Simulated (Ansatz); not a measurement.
A calculation with Ansatz (development build ahead of 0.2.0).

```yaml
crystal:
  periodic: [false, false, false]
  atoms:
    - { symbol: O, position_ang: [0.0, 0.0, 0.0] }
    - { symbol: Li, position_ang: [0.0, 3.7169, 2.8521] }
    - { symbol: Be, position_ang: [0.0, -3.1038, 2.3817] }
basis:
  gaussian: { orbitals: pcseg-2 }
magnetization:
  spin_polarized: true
  initial_magnetization: 3
hamiltonian:
  xc: pbe
```

The input is written out in the form of the current development build from the run's settings.

Output:

```yaml
Converged: yes
Total_energy: -97.10599 hartree
Spin_squared_of_the_determinant: 3.759
Stability_test: minimum
```

Caution: charge can spread falsely over distant fragments; other spin multiplicities may lie lower.
